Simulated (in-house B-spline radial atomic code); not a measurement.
A run on the fluorine ion F⁶⁺ that did not converge. Method: non-relativistic SCAN, spin-polarised, spherical fractional occupations, point nucleus; computed with a B-spline radial code for spherical atoms.

Command:
```bash
python run_scf.py task.json out
```
Settings:
```
Z                9
configuration    [He] 2s1
hamiltonian      nr
method           scan,scan
spin_polarised   True
```

First and last ten iterations of the last attempt (damped for 15 steps, keeping 80 % of the old Fock matrix, then DIIS):
```
 iter        energy (Eh)    residual
    1         -82.325049    2.97e-02
    2         -82.325993    8.45e-04
    3         -82.325993    6.81e-04
    4         -82.325993    5.49e-04
    5         -82.325994    4.43e-04
    6         -82.325994    3.57e-04
    7         -82.325994    2.88e-04
    8         -82.325994    2.32e-04
    9         -82.325994    1.88e-04
   10         -82.325994    1.51e-04
  111       23955.937313    7.63e+02
  112       24196.574951    7.63e+02
  113       24196.570117    7.63e+02
  114     1127947.267505    1.07e+03
  115     1291424.640365    1.03e+03
  116       58404.527924    9.81e+02
  117       72265.464227    9.69e+02
  118       13332.891071    3.50e+02
  119      220049.199751    6.77e+02
  120      147557.767340    6.68e+02
 not converged after 120 iterations
```

The smallest residual met was 1.1e-05; the threshold is about 1e-07. No energy from this run should be used. Cost of the run: 0.55 s on 1 thread of Arm Neoverse V1 (shared host).
